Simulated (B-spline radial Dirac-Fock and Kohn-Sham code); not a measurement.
## Sr 2p3/2: cross section and angular parameters

System: neutral strontium, configuration [Kr] 5s2; threshold 1940.0 eV (tabulated edge). The computed values come from a B-spline atomic structure program: Dirac-Hartree-Slater photoionisation with a Latter tail; cross sections with all multipoles, angular parameters from the dipole term and its interference with E2.

Input file task.json (cfg lists n, l and occupation; rrms is the nuclear radius in fm):

```json
{"items": [{
  "Z": 38,
  "q": 0,
  "cfg": [[1, 0, 2], [2, 0, 2], [2, 1, 6], [3, 0, 2], [3, 1, 6], [3, 2, 10], [4, 0, 2], [4, 1, 6], [5, 0, 2]],
  "A": 88,
  "rrms": 4.224,
  "do": "xps",
  "hv": [60, 75.3, 80, 91.9, 117.0, 133.0, 172.0, 200, 219.0, 317.0, 391.0, 507.0, 600, 800, 1070.0, 1370.0, 1430.0, 1486.9, 1610.0, 1900.0, 2190.0, 2400.0, 2580.0, 4000, 4870.0, 5220.0, 5300.0, 6000, 9940.0],
  "edges": {"K": 16105.0, "L1": 2216.0, "L2": 2007.0, "L3": 1940.0, "M1": 358.7, "M2": 280.3, "M3": 270.0, "M4": 136.0, "M5": 134.2}
}]}
```

Command: `python xray2_run.py task.json out`

For linearly polarised light dσ/dΩ = σ/(4π) [1 + β P₂(cos θ) + (δ + γ cos²θ) sin θ cos φ], with θ from the polarisation vector and φ the angle between the beam and the projection of the electron momentum on the plane normal to the polarisation.

```
hν (eV)  σ (kb)      β       γ      δ
   2190     227  1.213  -0.200  0.007
   2400       ?      ?       ?      ?
   2580     147  1.408  -0.012  0.021
   4000    43.6  1.463   0.560  0.043
   4870    24.5  1.424   0.797  0.054
   5220    20.0  1.405   0.878  0.059
   5300    19.1  1.401   0.896  0.060
   6000    13.1  1.362   1.037  0.069
   9940    2.70  1.152   1.542  0.129
```

Question: Give the values at 2400 eV.

Answer: σ = 178 kb, β = 1.351, γ = -0.104, δ = 0.016.
